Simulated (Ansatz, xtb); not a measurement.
C4H2ClNO3: which of two isomers lies lower

We compare I, `O=C(O)c1cnc(Cl)o1`, a singlet, with II, `O=C(O)c1coc(Cl)n1`, a singlet. Both are isolated molecules in the gas phase, relaxed with r2SCAN-D4/def2-SVP; the shapes shown needn't be the lowest conformers.

I (Å):

```xyz
11

C    -0.9271   -2.2260   -0.0593
C    -0.2017   -1.0707    0.4707
C     0.5989   -0.0952   -0.0684
C     0.4667    0.2696    1.9974
Cl    0.5901    0.8623    3.5766
N     1.0182    0.7552    0.9259
O    -1.5977   -2.9900    0.5915
O    -0.7414   -2.3217   -1.3929
O    -0.2846   -0.8281    1.8182
H    -1.2451   -3.1029   -1.6803
H     0.8899    0.0345   -1.1100
```

II (Å):

```xyz
11

C    -0.9856   -2.1782   -0.1540
C    -0.2440   -1.1087    0.5415
C     0.6611   -0.2243    0.0165
C     0.4049    0.1232    2.1176
Cl    0.7079    0.9208    3.5799
N    -0.3916   -0.8643    1.8962
O    -1.7740   -2.9332    0.3545
O    -0.6590   -2.2032   -1.4674
O     1.0853    0.5759    1.0298
H    -1.1795   -2.9246   -1.8608
H     1.0778   -0.0453   -0.9707
```

Estimate E(II) − E(I) at the level CCSD(T)/def2-SVP + ΔMP2/def2-TZVPP.

Too close to call at this level: CCSD(T)/def2-SVP + ΔMP2/def2-TZVPP gives E(II) − E(I) = +0.45 kcal/mol.

The same difference at several levels:

```tsv
level	geometry	E(II) − E(I) (kcal/mol)	departure from the last row (kcal/mol)	job, with rough time for the two
GFN2-xTB	GFN2-xTB	+1.33	+0.88	optimisation, 0.12 s
HF/STO-3G	GFN2-xTB	−0.83	−1.28	single point, 0.36 s
r2SCAN-D4/def2-SVP//GFN2-xTB	GFN2-xTB	+1.03	+0.58	single point, 3.3 s
r2SCAN-D4/def2-SVP	r2SCAN-D4/def2-SVP	+1.24	+0.80	optimisation, 24 s
HF/def2-SVP	r2SCAN-D4/def2-SVP	+0.49	+0.05	part of the CCSD(T) run
MP2/def2-SVP	r2SCAN-D4/def2-SVP	+0.04	−0.41	part of the CCSD(T) run
CCSD(T)/def2-SVP	r2SCAN-D4/def2-SVP	+0.07	−0.37	single point
CCSD(T)/def2-SVP + ΔMP2/def2-TZVPP	r2SCAN-D4/def2-SVP	+0.45		single point, 86 s
```

As drawn, both hold the same kinds of bond in the same numbers.

The largest departure from CCSD(T)/def2-SVP + ΔMP2/def2-TZVPP is that of HF/STO-3G, 1.28 kcal/mol. The last row adds to CCSD(T) the change of the MP2 difference between the two basis sets, here +0.37 kcal/mol.

With thermal terms from frequencies at re-optimised GFN2-xTB minima (ideal gas, soft modes damped towards free rotors, one conformer each, 298.15 K, 1 atm): on the last row, ΔE + ΔZPE = +0.35, ΔH = +0.36, ΔG = +0.37 kcal/mol.

The correlated steps freeze 13 core orbitals. Codes used: Ansatz 0.2.0, xtb 6.7.1; the last row on 4 threads of Arm Neoverse V2 on a shared host.
